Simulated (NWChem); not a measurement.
System: C4H7N; SMILES C#CCCN

Excerpt of the output:

```
             Northwest Computational Chemistry Package (NWChem) 7.3.0
             --------------------------------------------------------

 C1  symmetry detected

                             Geometry "geometry" -> ""
                             -------------------------

 Output coordinates in angstroms (scale by  1.889725989 to convert to a.u.)

  No.       Tag          Charge          X              Y              Z
 ---- ---------------- ---------- -------------- -------------- --------------
    1 C                    6.0000     0.56568402    -2.21648873    -0.10568623
    2 C                    6.0000    -0.15659260    -1.24564622     0.07532873
    3 C                    6.0000    -0.98021239    -0.05369483     0.26879693
    4 C                    6.0000    -0.37884565     1.20312814    -0.38853198
    5 N                    7.0000     0.88177257     1.55239160     0.25290756
    6 H                    1.0000     1.18830490    -3.08665195    -0.25732553
    7 H                    1.0000    -1.09526287     0.13890758     1.35793120
    8 H                    1.0000    -1.99792664    -0.23711428    -0.13895663
    9 H                    1.0000    -0.32080524     1.01851172    -1.49267990
   10 H                    1.0000    -1.09685884     2.03948874    -0.24653776
   11 H                    1.0000     1.30417475     2.36122549    -0.21910409
   12 H                    1.0000     1.54576567     0.77510130     0.12687508

 Effective nuclear repulsion energy (a.u.)     157.0533297418

                                 NWChem DFT Module
                                 -----------------

 Summary of "ao basis" -> "ao basis" (spherical)
 ------------------------------------------------------------------------------
       Tag                 Description            Shells   Functions and Types
 ---------------- ------------------------------  ------  ---------------------
 C                         def2-tzvp                11       31   5s3p2d1f
 N                         def2-tzvp                11       31   5s3p2d1f
 H                         def2-tzvp                 4        6   3s1p

            General Information
            -------------------
          SCF calculation type: DFT
          Wavefunction type:  closed shell.
          No. of atoms     :    12
          No. of electrons :    38
           Alpha electrons :    19
            Beta electrons :    19
          Charge           :     0
          Spin multiplicity:     1
          Use of symmetry is: off; symmetry adaption is: off
          Maximum number of iterations: 150
          AO basis - number of functions:   197
                     number of shells:    83
          Convergence on energy requested:  1.00D-06
          Convergence on density requested:  1.00D-05
          Convergence on gradient requested:  5.00D-04

              XC Information
              --------------
                         PBE0 Method XC Functional
                     Hartree-Fock (Exact) Exchange  0.250
          PerdewBurkeErnzerhof Exchange Functional  0.750
            Perdew 1991 LDA Correlation Functional  1.000 local
           PerdewBurkeErnz. Correlation Functional  1.000 non-local

             Grid Information
             ----------------
          Grid used for XC integration:  medium
          Radial quadrature: Mura-Knowles
          Angular quadrature: Lebedev.
          Tag              B.-S. Rad. Rad. Pts. Rad. Cut. Ang. Pts.
          ---              ---------- --------- --------- ---------
          C                   0.70       49          12.0       434
          N                   0.65       49          12.0       434
          H                   0.35       45          13.0       434
          Grid pruning is: on
          Number of quadrature shells:   560
          Spatial weights used:  Erf1

      Superposition of Atomic Density Guess
      -------------------------------------

 Sum of atomic energies:        -208.49552903

      Non-variational initial energy
      ------------------------------

 Total energy =    -211.462742
 1-e energy   =    -589.730306
 2-e energy   =     221.214235
 HOMO         =      -0.312630
 LUMO         =       0.038785

------------------------------------------------------------
EAF file 0: "./job.aoints.0" size=874512384 bytes
------------------------------------------------------------
               write      read    awrite     aread      wait
               -----      ----    ------     -----      ----
     calls:     1668         0         0         0         0
   data(b): 8.75e+08  0.00e+00  0.00e+00  0.00e+00
   time(s): 0.00e+00  0.00e+00  0.00e+00  0.00e+00  0.00e+00
rate(mb/s): 0.00e+00  0.00e+00
------------------------------------------------------------

     ---------------------------------------------
      Total Density - Mulliken Population Analysis
     ---------------------------------------------

    Atom       Charge   Shell Charges
 -----------   ------   -------------------------------------------------------
    1 C    6     6.35   0.86  1.12  0.60  0.49  0.12  1.22  1.46  0.46  0.01  0.00  0.01
    2 C    6     6.00   0.86  1.12  0.60  0.53  0.14  1.17  1.21  0.27  0.02  0.08  0.01
    3 C    6     6.30   0.86  1.12  0.54  0.66  0.14  1.19  1.33  0.37  0.02  0.08  0.00
    4 C    6     6.09   0.86  1.12  0.53  0.65  0.11  1.14  1.24  0.32  0.02  0.09  0.01
    5 N    7     7.74   0.82  1.16  0.58  0.83  0.19  1.56  1.82  0.75  0.01  0.03  0.00
    6 H    1     0.75   0.21  0.41  0.10  0.02
    7 H    1     0.83   0.24  0.44  0.13  0.02
    8 H    1     0.82   0.23  0.44  0.13  0.02
    9 H    1     0.87   0.24  0.46  0.15  0.02
   10 H    1     0.86   0.24  0.46  0.13  0.02
   11 H    1     0.69   0.22  0.35  0.09  0.03
   12 H    1     0.70   0.22  0.35  0.09  0.03

   convergence    iter        energy       DeltaE   RMS-Dens  Diis-err
 ---------------- ----- ----------------- --------- --------- ---------
 d= 0,ls=0.0,diis     1   -211.0734358835 -3.68D+02  6.74D-03  6.03D-01
 d= 0,ls=0.0,diis     2   -211.1079091532 -3.45D-02  3.50D-03  2.16D-01
 d= 0,ls=0.0,diis     3   -211.1213616758 -1.35D-02  1.19D-03  9.38D-02
 d= 0,ls=0.0,diis     4   -211.1301688027 -8.81D-03  2.65D-04  1.09D-02
 d= 0,ls=0.0,diis     5   -211.1314383400 -1.27D-03  7.94D-05  7.62D-04
  Resetting Diis
 d= 0,ls=0.0,diis     6   -211.1315241710 -8.58D-05  2.33D-05  2.69D-05
 d= 0,ls=0.0,diis     7   -211.1315271228 -2.95D-06  1.16D-05  2.02D-06
 d= 0,ls=0.0,diis     8   -211.1315269803  1.42D-07  6.21D-06  3.17D-06

         Total DFT energy =     -211.131526980322
      One electron energy =     -594.680966024935
           Coulomb energy =      257.368666935142
    Exchange-Corr. energy =      -30.872557632292
 Nuclear repulsion energy =      157.053329741763

 Numeric. integr. density =       37.999990470864

                       DFT Final Molecular Orbital Analysis
                       ------------------------------------

 Vector   17  Occ=2.000000D+00  E=-2.863361D-01
              MO Center=  1.6D-01, -1.4D+00, -2.3D-02, r^2= 2.6D+00
   Bfn.  Coefficient  Atom+Function         Bfn.  Coefficient  Atom+Function
  ----- ------------  ---------------      ----- ------------  ---------------
     6      0.211458   1 C  px               37      0.194344   2 C  px
     9      0.180064   1 C  px               40      0.177056   2 C  px
     7      0.172058   1 C  py               38      0.163012   2 C  py
    41      0.140751   2 C  py               10      0.136326   1 C  py
   100      0.107334   4 C  py               12      0.103302   1 C  px

 Vector   18  Occ=2.000000D+00  E=-2.818910D-01
              MO Center=  9.4D-02, -1.6D+00,  3.0D-02, r^2= 2.0D+00
   Bfn.  Coefficient  Atom+Function         Bfn.  Coefficient  Atom+Function
  ----- ------------  ---------------      ----- ------------  ---------------
     8      0.280365   1 C  pz               39      0.254150   2 C  pz
    11      0.232251   1 C  pz               42      0.224430   2 C  pz
    14      0.146926   1 C  pz                6      0.109945   1 C  px
   163     -0.109655   7 H  s                45      0.104869   2 C  pz
    37      0.101171   2 C  px               70     -0.093204   3 C  pz

 Vector   19  Occ=2.000000D+00  E=-2.578019D-01
              MO Center=  5.8D-01,  1.3D+00,  1.8D-01, r^2= 2.2D+00
   Bfn.  Coefficient  Atom+Function         Bfn.  Coefficient  Atom+Function
  ----- ------------  ---------------      ----- ------------  ---------------
   132      0.354057   5 N  pz              135      0.306664   5 N  pz
   138      0.300053   5 N  pz                5     -0.218343   1 C  s
   128      0.163874   5 N  s               175      0.156188   9 H  s
   176      0.139893   9 H  s                43      0.127122   2 C  px
   129      0.125492   5 N  s                36      0.121694   2 C  s

 Vector   20  Occ=0.000000D+00  E= 2.774383D-02
              MO Center= -2.6D-01, -3.0D-01, -1.4D-01, r^2= 7.2D+00
   Bfn.  Coefficient  Atom+Function         Bfn.  Coefficient  Atom+Function
  ----- ------------  ---------------      ----- ------------  ---------------
    67      2.986054   3 C  s                 5     -2.602137   1 C  s
    44     -2.026023   2 C  py               98      1.709800   4 C  s
    12      1.011253   1 C  px               43      0.984201   2 C  px
   182     -0.922509  10 H  s               170     -0.915632   8 H  s
    75     -0.796089   3 C  py              164     -0.736398   7 H  s

[...]
```

Level: PBE0/def2-TZVP. All runs use the structure optimised with PBE-D3(BJ)/def2-SVP.

Problem. Which NWChem input produces such a log?

Solution. This is not unique; one that fits is the input that was run:
```
start job
memory heap 200 mb stack 900 mb global 1100 mb
geometry units angstroms noautoz
  C      0.590929    -2.218459    -0.073952
  C     -0.140971    -1.251343     0.087275
  C     -0.975916    -0.063740     0.257550
  C     -0.371752     1.192375    -0.398566
  N      0.875105     1.555042     0.262046
  H      1.221995    -3.085376    -0.208287
  H     -1.111217     0.136023     1.343061
  H     -1.985107    -0.257180    -0.166434
  H     -0.293244     1.000093    -1.500137
  H     -1.097796     2.024760    -0.275279
  H      1.300154     2.363307    -0.208562
  H      1.546459     0.781467     0.153341
end
basis spherical
  * library def2-tzvp
end
dft
  xc pbe0
  iterations 150
  semidirect filesize 400000000
  mulliken
end
task dft energy
```
